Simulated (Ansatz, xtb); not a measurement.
# Relative energy of two isomers of C4H2ClF3N2

Structure X is `FC(F)(F)c1c[nH]nc1Cl`, a singlet and structure Y is `FC(F)(F)c1cn[nH]c1Cl`, a singlet. Both are isolated molecules in the gas phase, relaxed with B3LYP-D3(BJ)/def2-SVP.

X (Å):

```csv
atom,x (Å),y (Å),z (Å)
C,-2.5648,-0.2693,-0.1647
C,-1.3808,-0.2973,0.7397
C,-0.3346,-1.2045,0.7193
C,-1.0569,0.5814,1.8115
Cl,-1.9772,1.9320,2.3432
F,-2.5000,-1.2772,-1.0574
F,-3.7189,-0.4010,0.5094
F,-2.6447,0.8787,-0.8572
N,0.4992,-0.8346,1.7191
N,0.0805,0.2480,2.3962
H,-0.1450,-2.0588,0.0744
H,1.3691,-1.2769,1.9916
```

Y (Å):

```xyz
12

C    -2.4688    0.0424   -0.2373
C    -1.3650   -0.3911    0.6651
C    -0.6892   -1.6385    0.6901
C    -0.7604    0.3401    1.6789
Cl   -1.0372    1.9294    2.2477
F    -2.7927   -0.9422   -1.0929
F    -3.5814    0.3704    0.4444
F    -2.1322    1.1208   -0.9680
N     0.2445   -1.6715    1.6320
N     0.1862   -0.4651    2.2196
H    -0.8636   -2.5004    0.0484
H     0.8097   -0.2330    2.9849
```

Quicker runs give these differences E(Y) − E(X): GFN2-xTB −0.08 kcal/mol; HF/STO-3G +1.19 kcal/mol (at GFN2-xTB geometries); r2SCAN-D4/def2-SVP +1.30 kcal/mol (at GFN2-xTB geometries).

Question: Estimate which is lower in electronic energy at CCSD(T)/def2-SVP + ΔMP2/def2-TZVPP, and by roughly how much.

Answer: The CCSD(T)/def2-SVP + ΔMP2/def2-TZVPP calculation puts structure X lower, by 1.27 kcal/mol.

The same difference at several levels:

```json
{"level": "GFN2-xTB", "geometry": "GFN2-xTB", "E(Y) − E(X) (kcal/mol)": "−0.08", "departure from the last row (kcal/mol)": "−1.35", "job, with rough time for the two": "optimisation, 0.54 s"}
{"level": "HF/STO-3G", "geometry": "GFN2-xTB", "E(Y) − E(X) (kcal/mol)": "+1.19", "departure from the last row (kcal/mol)": "−0.08", "job, with rough time for the two": "single point, 3.3 s"}
{"level": "r2SCAN-D4/def2-SVP", "geometry": "GFN2-xTB", "E(Y) − E(X) (kcal/mol)": "+1.30", "departure from the last row (kcal/mol)": "+0.03", "job, with rough time for the two": "single point, 16 s"}
{"level": "B3LYP-D3(BJ)/def2-SVP", "geometry": "B3LYP-D3(BJ)/def2-SVP", "E(Y) − E(X) (kcal/mol)": "+1.25", "departure from the last row (kcal/mol)": "−0.02", "job, with rough time for the two": "optimisation, 2.7 min"}
{"level": "HF/def2-SVP", "geometry": "B3LYP-D3(BJ)/def2-SVP", "E(Y) − E(X) (kcal/mol)": "+1.95", "departure from the last row (kcal/mol)": "+0.68", "job, with rough time for the two": "part of the CCSD(T) run"}
{"level": "MP2/def2-SVP", "geometry": "B3LYP-D3(BJ)/def2-SVP", "E(Y) − E(X) (kcal/mol)": "+1.14", "departure from the last row (kcal/mol)": "−0.13", "job, with rough time for the two": "part of the CCSD(T) run"}
{"level": "CCSD(T)/def2-SVP", "geometry": "B3LYP-D3(BJ)/def2-SVP", "E(Y) − E(X) (kcal/mol)": "+1.35", "departure from the last row (kcal/mol)": "+0.08", "job, with rough time for the two": "single point"}
{"level": "CCSD(T)/def2-SVP + ΔMP2/def2-TZVPP", "geometry": "B3LYP-D3(BJ)/def2-SVP", "E(Y) − E(X) (kcal/mol)": "+1.27", "departure from the last row (kcal/mol)": "", "job, with rough time for the two": "single point, 8.6 min"}
```

As drawn, both hold the same kinds of bond in the same numbers.

GFN2-xTB finds them nearly level. The largest departure from CCSD(T)/def2-SVP + ΔMP2/def2-TZVPP is that of GFN2-xTB, 1.35 kcal/mol. The last row adds to CCSD(T) the change of the MP2 difference between the two basis sets, here −0.08 kcal/mol.

With thermal terms from frequencies at re-optimised GFN2-xTB minima (ideal gas, soft modes damped towards free rotors, one conformer each, 298.15 K, 1 atm): the zero-point term adds +0.01 kcal/mol; ΔH is +1.30 and ΔG +1.21 kcal/mol.

The correlated steps freeze 14 core orbitals. Run with Ansatz 0.2.0, xtb 6.7.1; the last row on 2 threads of Intel(R) Xeon(R) Processor @ 2.50GHz (Skylake/Cascade Lake) on a shared host.
